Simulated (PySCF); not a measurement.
An equivalent PySCF input for S²⁺ (sulfur, charge +2), [Ne] 3s2 3p2, high-spin 3P determinant, with scalar relativity by spin-free X2C-1e:

```python
from pyscf import gto, scf, dft, mp, cc
import basis_set_exchange as bse
mol = gto.M(atom="S 0 0 0", charge=2, spin=2, symmetry="D2h",
            basis=gto.basis.parse(bse.get_basis("Sapporo-DZP-2012", elements=["S"], fmt="nwchem", header=False)),
            nucmod="G")
mf = scf.UHF(mol).sfx2c1e()
mf.irrep_nelec = {'Ag': (3, 3), 'B1u': (2, 1), 'B2u': (2, 1), 'B3u': (1, 1)}
mf.kernel()
```

It reaches the same state as the run whose output follows, and the same energy. The run itself started from symmetry-adapted Hartree-Fock orbitals and held the occupation by maximum overlap, so the iterations belong to that start.

```
SCF conv_tol = 1e-09
number electrons alpha = 8  beta = 6
cycle= 1 E= -397.257164212737  delta_E= -0.00459  |g|= 0.0263  |ddm|= 0.0593
cycle= 2 E= -397.257780390791  delta_E= -0.000616  |g|= 0.00977  |ddm|= 0.0219
cycle= 3 E= -397.257879165556  delta_E= -9.88e-05  |g|= 0.000272  |ddm|= 0.0129
cycle= 4 E= -397.257879210932  delta_E= -4.54e-08  |g|= 3.44e-05  |ddm|= 0.000363
cycle= 5 E= -397.257879211888  delta_E= -9.56e-10  |g|= 6.28e-06  |ddm|= 6.84e-05
converged SCF energy = -397.257879211888  <S^2> = 2.0111384  2S+1 = 3.0074164
```
